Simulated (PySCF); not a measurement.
PySCF job for Zn(H)(SiH3) (H4SiZn), SMILES [SiH3][ZnH], IEF-PCM-ωB97X/def2-SVP. Coordinates come from a B3LYP-D3(BJ)/def2-TZVP optimisation.

```python
import numpy as np
from pyscf import gto, scf, dft
from pyscf.solvent import pcm

mol = gto.M(
    atom='''
    Zn   -0.00000000   -0.00000000   -0.84747698
    H     0.00000001    0.00000000   -2.40496688
    Si    0.00000000    0.00000000    1.53938232
    H     1.19559815    0.69027892    2.09264122
    H    -0.00000000   -1.38055784    2.09264121
    H    -1.19559816    0.69027891    2.09264121
    ''',
    basis='def2-SVP',
    charge=0,
    spin=0,
    max_memory=1600,
    verbose=3,
)
mf = dft.RKS(mol, xc='wb97x').density_fit(auxbasis='def2-universal-jkfit')
mf.grids.level = 3
mf.conv_tol = 1e-9
mf.max_cycle = 100
mf.kernel()
res = {}
for name, eps in {'water': 78.355, 'chloroform': 4.7113, 'dichloromethane': 8.93}.items():
    s = mf.PCM()
    s.with_solvent.method, s.with_solvent.eps, s.with_solvent.lebedev_order = 'IEF-PCM', eps, 29
    s.kernel(mf.make_rdm1())
    res[name] = (s.e_tot, eps, s.dip_moment(), s.mo_energy, s.converged)
    print(f'{name}: electrostatic solvation free energy {(s.e_tot - mf.e_tot) * 627.509474:.3f} kcal/mol')
```

It prints:

```
converged SCF energy = -2070.95079855909

WARN: PCM is an experimental feature. It is still in testing.
Features and APIs may be changed in the future.

converged SCF energy = -2070.96764107921
Dipole moment(X, Y, Z, Debye): -0.00000,  0.00002, -0.75996
water: electrostatic solvation free energy -10.569 kcal/mol

WARN: PCM is an experimental feature. It is still in testing.
Features and APIs may be changed in the future.

converged SCF energy = -2070.9623593179
Dipole moment(X, Y, Z, Debye): -0.00000, -0.00002, -0.65092
chloroform: electrostatic solvation free energy -7.254 kcal/mol

WARN: PCM is an experimental feature. It is still in testing.
Features and APIs may be changed in the future.

converged SCF energy = -2070.96480994172
Dipole moment(X, Y, Z, Debye): -0.00000, -0.00000, -0.69952
dichloromethane: electrostatic solvation free energy -8.792 kcal/mol
```

The calculation finished and met its thresholds.
